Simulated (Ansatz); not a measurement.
Calculated with Ansatz (gas phase, PBE0-D4/def2-TZVP geometries, no zero-point term in ΔE). CCSD(T)/CBS is the MP2 limit (def2-TZVPP, def2-QZVPP) plus CCSD(T) − MP2 in def2-TZVPP, frozen cores. DFT in def2-TZVPP. B3LYP here is the variant with VWN-RPA as its local correlation; programs differ in this. def2 core potentials past Kr. For I outer-core shells are correlated without core-valence functions, which leaves a few kJ/mol of doubt a bond. Each species was taken in one conformer, which may not be the lowest.

`C[Si](C)(F)I` + `B[SiH2]N` → `B[Si](C)(C)F` + `N[SiH2]I`  (redistribution)

```tsv
level	ΔE (eV)
PBE0-D4	0.04
B3LYP	0.01
```

What does CCSD(T)/CBS give? (Estimate.)

Computed: +0.05 eV. The listed levels differ from it by -0.01, -0.04 eV.

Largest T1 diagnostic among the species: 0.011.

In def2-TZVPP, CCSD(T) changes the Hartree–Fock value by +0.05 eV (the triples alone add +0.01 eV) and MP2 by +0.06 eV.
